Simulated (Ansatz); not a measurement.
One geometry of CH₅ClNSTa, SMILES `[CH3][Ta]([NH2])(=[S])[Cl]`, several functionals.

```yaml
crystal:
  periodic: [false, false, false]
  atoms:
    - {symbol: C, position_ang: [-1.429252, -0.610323, -0.016686]}
    - {symbol: Ta, position_ang: [0.349193, 0.447493, -0.572054]}
    - {symbol: N, position_ang: [1.594549, 0.178229, 0.904726]}
    - {symbol: S, position_ang: [1.139876, -0.606193, -2.275629]}
    - {symbol: Cl, position_ang: [-0.233319, 2.644556, -0.951054]}
    - {symbol: H, position_ang: [-1.852851, -0.179776, 0.898981]}
    - {symbol: H, position_ang: [-1.248809, -1.674906, 0.149741]}
    - {symbol: H, position_ang: [-2.170147, -0.515089, -0.818857]}
    - {symbol: H, position_ang: [1.492459, 0.635153, 1.802598]}
    - {symbol: H, position_ang: [2.441602, -0.370344, 0.881235]}
basis:
  gaussian: {orbitals: def2-TZVPP}
hamiltonian: {xc: {name: r2SCAN0}, dispersion: d4}
output: {orbitals: {seedname: orbitals}}
```

```sh
$ ansatz run in.yaml --threads 2 --pin off --events-out ev --progress --plain --max-ram 32768MiB --backend cuda --devices 0, --max-vram 18GiB
```

Shortened log:

```
Functional definition: r2SCAN0
1678 factors; their error is unknown
mean field evaluation 1: about -27509.3440 eV, gradient 7.6e1 eV
mean field evaluation 2: about -27480.7885 eV, gradient 1.4e2 eV
mean field evaluation 4: about -27520.1748 eV, gradient 1.7e1 eV
mean field evaluation 8: about -27520.9780 eV, gradient 1.1e-1 eV
mean field evaluation 16: about -27521.0174 eV, gradient 3.8e-4 eV
mean field -27521.01737805 eV, -1011.3787342277 hartree, gradient 4.2e-5 eV, S^2 0.000000; 0 other end points of the search recorded, 0 dependent functions left out
reference -27521.01738769 eV, -1011.3787345822 hartree; 32, 32 occupied and 240, 240 virtual orbitals, 1678 factors
Total energy: -27521.09969052 eV, -1011.3817591553 hartree
```

Run time 22 s (2 threads of an AMD EPYC 7R13 on a shared host and a share of an NVIDIA H100 80 GB); peak host memory 0.85 GiB.

With the line `hamiltonian: {xc: {name: B97M-V}}` (abridged; 24 s):

```
Functional definition: B97M-V
mean field evaluation 16: about -27519.2652 eV, gradient 1.5e-3 eV
mean field -27519.26524708 eV, -1011.3143446023 hartree, gradient 3.6e-5 eV, S^2 0.000000
Total energy: -27519.26530970 eV, -1011.3143469036 hartree
```

The same input with `hamiltonian: {xc: {name: wB97X-V}}` (abridged; 21 s):

```
Functional definition: wB97X-V
mean field evaluation 16: about -27519.8608 eV, gradient 8.6e-4 eV
mean field -27519.86075252 eV, -1011.3362290236 hartree, gradient 1.8e-5 eV, S^2 0.000000
Total energy: -27519.86075043 eV, -1011.3362289468 hartree
```

Changing it to `hamiltonian: {xc: r2scan, dispersion: d4}` and forces (abridged; 53 s):

```
Functional definition: r2SCAN
mean field evaluation 16: about -27523.1836 eV, gradient 1.9e-3 eV
mean field -27523.18357337 eV, -1011.4583404375 hartree, gradient 6.3e-5 eV, S^2 0.000000
Total energy: -27523.25108798 eV, -1011.4608215537 hartree
Atom 0 force    -0.029615    -0.014823     0.018815 eV/Å
Atom 1 force    -0.153073     0.080730     0.136950 eV/Å
Atom 2 force     0.048997    -0.025116     0.061076 eV/Å
Atom 3 force     0.118272    -0.147520    -0.245785 eV/Å
Atom 4 force    -0.029628     0.106338    -0.016928 eV/Å
Atom 5 force     0.003376    -0.008667    -0.011604 eV/Å
Atom 6 force    -0.015239     0.012134    -0.001618 eV/Å
Atom 7 force     0.011838    -0.004508     0.011187 eV/Å
Atom 8 force     0.015257     0.005077     0.023235 eV/Å
Atom 9 force     0.029816    -0.003646     0.024671 eV/Å
Dipole moment:     0.040879    -0.018145     0.794349 e Å
```

With the line `hamiltonian: {xc: {name: B2PLYP}}` (abridged; 19 s):

```
Functional definition: B2PLYP
mean field evaluation 16: about -27502.5051 eV, gradient 9.8e-4 eV
mean field -27502.50510411 eV, -1010.6984207084 hartree, gradient 4.8e-6 eV, S^2 0.000000
12 core orbitals not correlated: weight in the atoms' cores, before any rotation towards them, 1.000 or more for the frozen orbitals, at most 0.000 for the correlated occupied ones
second order -39.38082605 eV of doubles, -0.00000000 eV of singles
Total energy: -27513.13811291 eV, -1011.0891765745 hartree
```

Changing it to `hamiltonian: {xc: {name: BLYP}, dispersion: d4}` (abridged; 52 s):

```
Functional definition: BLYP
mean field evaluation 16: about -27523.6359 eV, gradient 8.4e-3 eV
mean field -27523.63587745 eV, -1011.4749623060 hartree, gradient 4.9e-5 eV, S^2 0.000000
Total energy: -27524.18991632 eV, -1011.4953228589 hartree
```
